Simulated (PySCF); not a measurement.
# Reading the logs of faulty runs: AlC2FH5 cation

All numbers below are calculated, not measured. They come from PySCF 2.14.0, an open-source quantum chemistry program, on an isolated molecule that a program drew, which may never have been made. The molecule is AlC2FH5 cation (charge +1, singlet), drawn as the SMILES string `C[CH2][Al+][F]`.

Each row is a Hartree-Fock (HF) and frozen-core CCSD(T) single point in the cc-pV(D+d)Z basis, meant for a local HF minimum. Run 1 is clean. Each other run has one planted mistake out of seven kinds, and not every kind appears here: one electron removed, one electron added, multiplicity raised by two, geometry at a saddle point, minimal basis STO-3G, one bond length entered in bohr, all coordinates scaled. The reference is restricted for singlets and unrestricted otherwise, and also for a bond in bohr. Adding or removing an electron swaps singlet and doublet. Electrons count all cores. HOMO and LUMO are orbital energies over both spins, the gradient is its largest component, and the lowest frequency (negative if imaginary) is given only where the gradient is small. Bond lengths are over the 8 bonds as drawn. T1 is the CCSD diagnostic: over 0.02 (restricted) or 0.045 (unrestricted) a single reference is doubtful.

Geometry of the clean run:
```xyz
9
AlC2FH5 cation, angstrom
C    -0.7880   -0.6718   -0.8318
C    -1.1419    0.3273   -1.9506
Al   -0.2582    0.0136   -3.6638
F     0.4690   -0.2413   -5.0785
H    -1.3431   -0.3845    0.0614
H     0.2731   -0.6525   -0.5852
H    -1.0730   -1.6919   -1.0878
H    -2.2102    0.3219   -2.1866
H    -0.8736    1.3547   -1.6868
```

| run | electrons | basis functions | <S^2> | HOMO (eV) | LUMO (eV) | gradient (hartree/bohr) | lowest frequency (cm^-1) | mean bond (Å) | longest bond (Å) | T1 | HF (hartree) | CCSD(T) (hartree) | mistake |
|---|---|---|---|---|---|---|---|---|---|---|---|---|---|
| 1 | 38 | 90 | 0.000 | -17.48 | -4.68 | 3.6e-05 | 108 | 1.3204 | 1.953 | 0.0136 | -419.80997 | -420.38132 | no fault |
| 2 | 37 | 90 | 0.764 | -25.66 | -15.62 | 9.8e-02 | - | 1.3204 | 1.953 | 0.0304 | -419.20406 | -419.75735 | one electron removed |
| 3 | 39 | 90 | 0.761 | -5.85 | 1.21 | 3.0e-02 | - | 1.3204 | 1.953 | 0.0153 | -420.00321 | -420.58841 | one electron added |
| 4 | 38 | 90 | 0.842 | -14.41 | -7.53 | 4.4e-02 | - | 1.5376 | 3.691 | 0.0728 | -419.72273 | -420.27667 | ? |
| 5 | 38 | 90 | 0.000 | -17.58 | -4.51 | 4.5e-02 | - | 1.2702 | 1.879 | 0.0127 | -419.79689 | -420.36157 | ? |

**Which mistake was planted in run 4, and what did it cost?**

The mean bond changes by a factor of 1.164 and the longest by 1.890, so the molecule wasn't scaled as a whole. A length L in bohr read as angstrom grows by (1/0.5292 - 1) L = 0.890 L. The 8 bonds together grew by 8 x 0.2172 = 1.738 Å, which gives L = 1.953 Å. That is bond C2-Al3, 1.953 Å in the clean geometry. So the mistake is: one bond length entered in bohr. Subtracting run 1 and multiplying by 627.51 kcal/mol a hartree, the energy moved by 54.7 kcal/mol in HF and 65.7 kcal/mol in CCSD(T).

**Which mistake was planted in run 5, and what did it cost?**

The mean and the longest bond both change by the same factor, 0.962, and the gradient is no longer small. So the mistake is: all coordinates scaled. Subtracting run 1 and multiplying by 627.51 kcal/mol a hartree, the energy moved by 8.2 kcal/mol in HF and 12.4 kcal/mol in CCSD(T).

Cautions from the logs. Run 4: T1 is over the limit, so its CCSD(T) energy is less reliable.
